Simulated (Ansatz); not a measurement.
Isolated molecules relaxed with PBE0-D4/def2-TZVP in Ansatz; ΔE leaves out vibrations. CCSD(T)/CBS is the MP2 limit (def2-TZVPP, def2-QZVPP) plus CCSD(T) − MP2 in def2-TZVPP, frozen cores. Functionals use def2-TZVPP. HSE06 is defined as in plane-wave codes. For Se outer-core shells are correlated without core-valence functions, which leaves a few kJ/mol of doubt a bond. Scalar relativity is left out up to krypton. One conformer a species, not always the lowest.

Reaction (redistribution): `[CH3][Al]([CH3])[SeH]` + `CC[Si]O` → `[CH3][Al]([OH])[SeH]` + `CC[Si]C`

(1) Is it downhill or uphill in electronic energy at CCSD(T)/CBS, and by how much? (Estimate.)

(2) What do these levels give: revPBE-D4, r2SCAN-D4, HSE06-D4, CAM-B3LYP-D4, B2PLYP, PBE, revPBE, BHLYP, MP2/def2-SVP, MP2/def2-QZVPP, MP2/CBS(def2), CCSD/CBS(def2)? (Estimate.)

Largest T1 diagnostic among the species: 0.013.

Results:

(1) Ansatz gave: Uphill: ΔE = +1.7 kcal/mol.

(2) The calculation gave: revPBE-D4 2.5, r2SCAN-D4 2.4, HSE06-D4 2.7, CAM-B3LYP-D4 2.6, B2PLYP 2.3, PBE 3.5, revPBE 3.3, BHLYP 2.0, MP2/def2-SVP 0.1, MP2/def2-QZVPP 1.7, MP2/CBS(def2) 1.7, CCSD/CBS(def2) 1.4 kcal/mol.

From BLYP to BHLYP (50 % exact exchange), in def2-TZVPP and without D4, ΔE moves by −1.3 kcal/mol. Leaving LDA and LC-ωPBE aside and taking each functional with its dispersion term where it has one, the values, not all of them listed here, spread over 1.4 kcal/mol, from BHLYP-D4 to PBE-D4.
